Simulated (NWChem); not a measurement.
C$_{4}$H$_{3}$NOS; SMILES s1cnc(c1)C=O

```xyz
10

O      0.5736     2.8126     0.0000
C     -0.3678     2.0604     0.0000
C     -0.2478     0.5883     0.0000
C      0.9504    -0.0892     0.0000
S      0.6580    -1.7681     0.0000
C     -1.0502    -1.4486     0.0000
N     -1.3686    -0.1956     0.0000
H     -1.4254     2.4212     0.0000
H      1.9496     0.3438     0.0000
H     -1.7683    -2.2721     0.0000
```
Atoms are numbered in this order, from 1.

Computed with NWChem. Geometry: optimised at PBE0/def2-SVP. Total energies compare along this basis series because the functional is fixed.

```json
[
 {"level": "PBE/3-21G", "basis functions": "73", "energy (Ha)": "-678.3024", "highest occupied level (eV)": "-5.57", "orbital gap (eV)": "3.03", "dipole (D)": "2.76"},
 {"level": "PBE/pcseg-1", "basis functions": "117", "energy (Ha)": "-681.8199", "highest occupied level (eV)": "-6.03", "orbital gap (eV)": "3.08", "dipole (D)": "3.25"},
 {"level": "PBE/aug-pcseg-1", "basis functions": "192", "energy (Ha)": "-681.8369", "highest occupied level (eV)": "-6.11", "orbital gap (eV)": "3.08", "dipole (D)": "3.26"},
 {"level": "PBE/pcseg-2", "basis functions": "256", "energy (Ha)": "-682.0176", "highest occupied level (eV)": "-6.08", "orbital gap (eV)": "3.06", "dipole (D)": "…"},
 {"level": "PBE/def2-TZVPP", "basis functions": "270", "energy (Ha)": "-682.0102", "highest occupied level (eV)": "-6.03", "orbital gap (eV)": "3.06", "dipole (D)": "3.23"}
]
```

Task: Fill in the missing entries.

Result: 
- PBE/pcseg-2, dipole (D): 3.31
